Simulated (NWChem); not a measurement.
System: GeSiH$_{5}$OCl; SMILES [OH][Ge@@H]([SiH3])[Cl]

```xyz
9

O      1.6020    -0.6005    -0.8276
Ge     0.4269    -0.0585     0.3942
Si    -0.5905     2.0240    -0.1860
Cl    -1.1239    -1.5583     0.2840
H      2.3640    -0.0154    -0.9063
H      1.0454    -0.1563     1.8058
H     -1.2313     1.8817    -1.5250
H     -1.6123     2.3748     0.8443
H      0.4494     3.0979    -0.2374
```
Atoms are numbered in this order, from 1.

This is a stationary point of PBE0/def2-SVP (NWChem), point group C1. 

Task: Is it a minimum? If not, what does it relax to?

Result: No. It has an imaginary frequency of 177i cm⁻¹. Following that mode (on a finer grid) lowers the energy by 3.1 kcal/mol and ends, with real frequencies alone, at point group C1:
```xyz
9

O      1.7686    -0.2107    -0.9259
Ge     0.5157     0.0459     0.3051
Si    -0.6307     2.0408    -0.2966
Cl    -0.9120    -1.5974     0.1851
H      2.2571    -1.0333    -0.8051
H      1.1284    -0.0612     1.7171
H     -1.1751     1.8700    -1.6735
H     -1.7431     2.2498     0.6760
H      0.3061     3.2020    -0.2472
```
